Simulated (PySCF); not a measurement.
**Fine-structure interval along the 13-electron series**

Calculated with PySCF 2.14 and a two-component X2C-1e Hamiltonian (Gaussian nucleus, no Breit or QED terms), each ion in its own even-tempered basis scaled to its charge; GMP2 freezes 1s2 and drops the highest virtual spinors. Values in cm⁻¹.

```tsv
ion	configuration	GHF (screened spin-orbit)	GMP2 (screened spin-orbit)	GHF (bare spin-orbit)
As²⁰⁺	[Ne] 3s2 3p1	67539	66140	71899
Se²¹⁺	[Ne] 3s2 3p1	77947	76516	82840
Br²²⁺	[Ne] 3s2 3p1	89552	88078	95020
```

Between Z = 33 and Z = 35 the GHF (bare spin-orbit) value grows as Z to the power 4.74.
